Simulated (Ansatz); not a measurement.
`FC(Cl)(Cl)Br` + H–F → `FC(F)(Cl)Br` + HCl at 298.15 K and 1 bar (substitution at a C–Cl bond).

Computed with Ansatz on PBE0-D4/def2-TZVP structures; ΔE is electronic, products minus reactants. CBS: MP2 limit from def2 TZ/QZ plus the TZ coupled-cluster correction, frozen cores. This one scheme is used for every species. For Br outer-core shells are correlated without core-valence functions, which leaves a few kJ/mol of doubt a bond. Scalar relativity is left out up to krypton.

```tsv
species	CCSD(T)/CBS energy (Eh)	H − E (kJ/mol)	S (J/(mol·K))
`FC(Cl)(Cl)Br`	-3630.68833	45.0	330.5
H–F	-100.39570	33.5	173.6
`FC(F)(Cl)Br`	-3270.70957	48.7	318.7
HCl	-460.38127	26.6	186.8
```

H − E and S are ideal-gas, rigid-rotor, harmonic terms from PBE0-D4/def2-TZVP. 1 Eh = 2625.50 kJ/mol, R = 8.31446 J/(mol·K).

Q: By hand: ΔE, ΔH, ΔS and ΔG.

A: ΔE = (-3270.70957) + (-460.38127) − (-3630.68833) − (-100.39570) = -0.00681 Eh = -17.9 kJ/mol. Δ(H − E) = 48.7 + 26.6 − 45.0 − 33.5 = -3.2, so ΔH = -21.1 kJ/mol. ΔS = 318.7 + 186.8 − 330.5 − 173.6 = 1.4 J/(mol·K). ΔG = -21.1 − 298.15 × (1.4)/1000 = -21.5 kJ/mol.

Q: By hand: the equilibrium constant, and the temperature at which ΔG would vanish if ΔH and ΔS stayed fixed.

A: log₁₀ K = −ΔG/(RT ln 10) = 3.8. ΔH and −TΔS have one sign here, so there is no such temperature.

The number of gas molecules stays the same, so ΔS is small and ΔH decides. A doubt of 5 kJ/mol in ΔE shifts log₁₀ K by 0.9 here. These are equilibria of isolated gas molecules and say nothing of rates. Largest T1 diagnostic: 0.010 (customary marks: 0.02 for closed shells, 0.045 for open ones).

ΔS is within the doubt of such terms, so its sign, and with it that verdict, could turn.
